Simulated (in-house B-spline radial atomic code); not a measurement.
Pb²⁺. Computed with a B-spline radial atomic code. Model: non-relativistic spherical atom: semilocal Troullier-Martins pseudo-atom, one channel per l, against all electrons, high spin, G0W0 and RPA with empty states to l = 8, local potential for every l without a channel, a model core (radius 0 = none) keeps its share of the functional.

The core holds an angular momentum without a channel of its own, so the local potential lets valence electrons into it.

Without relativity these are model numbers for so heavy an element.

What the tables leave out is listed at the end.

The pseudopotential gives back the lowest level of each angular momentum of its own functional in the configuration it was made in; a second state of the same l is only approximately right. Exact exchange, RPA and GW see the smooth pseudo-orbitals and miss the exchange with the core, for which the functional's share stands in. The column with an uncorrelated core keeps all orbitals and exact exchange, and so separates missing core correlation from pseudisation. Only the three outermost levels and the lowest empty one were computed. RPA here is direct RPA, with no exchange kernel, and its energies carry an (l + 1/2)⁻⁴ tail. A hybrid on a potential with a model core restores only its own semilocal share of the core's exchange.

Command:
```bash
python run_psgw.py task.json out
```
Settings (lengths in bohr, energies in hartree):
```
Z                      82
electrons              80
configuration          [Xe] 4f14 5d10 6s2
generated_in           [Xe] 4f14 5d10 6s2 6p2
functional             pbe,pbe
core_shells            13
radius_factor          1
core_correction        True
ion_configuration      [Xe] 4f14 5d10 6s1
```

Run time, properties included: 73 s on 1 thread of Arm Neoverse N1 (shared host).

Given: made with PBE; model core radius 2.007 bohr; local radius 2.303 bohr; mean-field start PBE.

Valence shells of the generating configuration: 6s, 6p.

Channel: s 2.222, p 2.764 (radii in bohr).

Computed: largest level miss in the spin-unpolarised generating configuration 0 eV; valence RPA correlation energy pseudo -0.087651 hartree; all-electron RPA polarisability, core included 16.437 bohr³; pseudo-atom RPA polarisability 15.923 bohr³; ionisation by mean-field pseudo minus all 0.262 eV; ionisation by RPA all-electron 28.522 eV; ionisation by RPA pseudo minus all 0.58 eV.

```csv
level,occupied,mean-field all-electron (eV),mean-field pseudo minus all (eV),G0W0 all-electron (eV),G0W0 uncorrelated core minus all (eV),G0W0 pseudo minus all (eV),exchange self-energy all-electron (eV),exchange self-energy pseudo (eV)
6s,1,-23.987,-0.136,-28.481,1.043,0.202,-14.956,-10.088
6p (empty),0,-16.995,-0.102,-13.996,0.501,-0.753,-5.2027,-2.1582
```

(1) What is the ionisation by mean-field all-electron?

(2) What is the valence RPA correlation energy all-electron orbitals?

Given: mean-field start PBE0.

Computed: valence RPA correlation energy all-electron orbitals -0.059416 hartree; valence RPA correlation energy pseudo -0.075224 hartree; pseudo-atom RPA polarisability 15.285 bohr³; ionisation by mean-field pseudo minus all -0.274 eV; ionisation by RPA all-electron 28.348 eV; ionisation by RPA pseudo minus all -0.306 eV.

| level | occupied | mean-field all-electron (eV) | mean-field pseudo minus all (eV) | G0W0 all-electron (eV) | G0W0 uncorrelated core minus all (eV) | G0W0 pseudo minus all (eV) | exchange self-energy all-electron (eV) | exchange self-energy pseudo (eV) |
| --- | --- | --- | --- | --- | --- | --- | --- | --- |
| 6s | 1 | -24.8 | 0.343 | -28.381 | 1.025 | 0.769 | -14.79 | -9.8902 |
| 6p (empty) | 0 | -16.075 | 0.082 | -13.942 | 0.472 | -0.314 | -4.9566 | -2.0915 |

(3) What is the all-electron RPA polarisability, core included?

(4) What is the ionisation by mean-field all-electron?

Answers

(1) 28.215 eV.

(2) -0.067831 hartree.

(3) 15.05 bohr³.

(4) 27.873 eV.

Among the listed levels the largest G0W0 shift of the pseudo-atom is +0.77 eV, for 6s on the PBE0 start, while leaving the core uncorrelated moves that level by +1.02 eV. The rest, -0.26 eV, comes from pseudisation and the lost core exchange. Not in the tables (levels of low weight, unsolved or above zero; the highest and the empty levels are kept at any weight): no Hartree-Fock pseudo-atom is run with a model core.
